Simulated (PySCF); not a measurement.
**29Si chemical shifts**

Level of theory: coordinates at the GFN2-xTB level, PBE0/pcSseg-1 with gauge-including orbitals, in PySCF 2.14 (non-relativistic, fast rotation and ring inversion assumed for equivalent nuclei, isolated molecule, single conformer).

Shieldings were converted by a linear fit to measured shifts: 29Si (scatter 8.9 ppm rms, 25.8 ppm with the 6 outliers that the fit left out vs TMS, solution or neat liquid). Occasional misses reach two or three times the rms, and more in compound classes unlike the fitted ones.

Give the 29Si shifts of `N#C[Si@H]1NCCN[SiH2]1`, `CS(=O)(=O)[C@]1([SiH3])C=CO[SiH2]1`, `N#C[Si@@H]1NCCN1[SiH3]`, `[H]/N=C\C=C1\CNCC[SiH2]C1`, `C=C[Si@@H](N)[SiH2]O`, `CC(C)[SiH2]C[SiH2]CC#N`, `C=N[SiH2][SiH2]OC`.

Answers


```
                                                                 compound                                               environment  δ (ppm)
                  [N:1]#[C:2][Si@H:3]1[NH:4][CH2:5][CH2:6][NH:7][SiH2:8]1   Si8: silicon bonded to N, Si, 2 H, in a 6-membered ring    -58.3
                  [N:1]#[C:2][Si@H:3]1[NH:4][CH2:5][CH2:6][NH:7][SiH2:8]1  Si3: silicon bonded to C, N, Si, H, in a 6-membered ring    -62.5
[CH3:1][S:2](=[O:3])(=[O:4])[C@:5]1([SiH3:6])[CH:7]=[CH:8][O:9][SiH2:10]1   Si10: silicon bonded to C, O, 2 H, in a 5-membered ring     -5.1
[CH3:1][S:2](=[O:3])(=[O:4])[C@:5]1([SiH3:6])[CH:7]=[CH:8][O:9][SiH2:10]1                             Si6: silicon bonded to C, 3 H    -62.4
                  [N:1]#[C:2][Si@@H:3]1[NH:4][CH2:5][CH2:6][N:7]1[SiH3:8]    Si3: silicon bonded to C, 2 N, H, in a 5-membered ring    -41.2
                  [N:1]#[C:2][Si@@H:3]1[NH:4][CH2:5][CH2:6][N:7]1[SiH3:8]                             Si8: silicon bonded to N, 3 H    -53.1
                                                [H]/N=C\C=C1\CNCC[SiH2]C1          silicon bonded to 2 C, 2 H, in a 7-membered ring    -47.2
                           [CH2:1]=[CH:2][Si@@H:3]([NH2:4])[SiH2:5][OH:6]                         Si5: silicon bonded to O, Si, 2 H    -28.0
                           [CH2:1]=[CH:2][Si@@H:3]([NH2:4])[SiH2:5][OH:6]                        Si3: silicon bonded to C, N, Si, H    -43.7
          [CH3:1][CH:2]([CH3:3])[SiH2:4][CH2:5][SiH2:6][CH2:7][C:8]#[N:9]                           Si4: silicon bonded to 2 C, 2 H    -35.9
          [CH3:1][CH:2]([CH3:3])[SiH2:4][CH2:5][SiH2:6][CH2:7][C:8]#[N:9]                           Si6: silicon bonded to 2 C, 2 H    -38.9
                                [CH2:1]=[N:2][SiH2:3][SiH2:4][O:5][CH3:6]                         Si4: silicon bonded to O, Si, 2 H    -26.5
                                [CH2:1]=[N:2][SiH2:3][SiH2:4][O:5][CH3:6]                         Si3: silicon bonded to N, Si, 2 H    -56.6
```
